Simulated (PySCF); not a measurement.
A structure optimised at PBE-D3(BJ)/def2-TZVP, used in a PySCF frequency run:

```
C
H 1 1.0854
H 1 1.0854 2 123.62
I 1 2.0411 2 118.19 3 180.00
```
Charge 0, spin multiplicity 2.

Task: Write its SMILES, formula and point group.

Result: [CH2]I, CH₂I, C2v

Task: What are its rotational constants (standard atomic weights)?

Result: 273.91, 8.8750, 8.5964 GHz
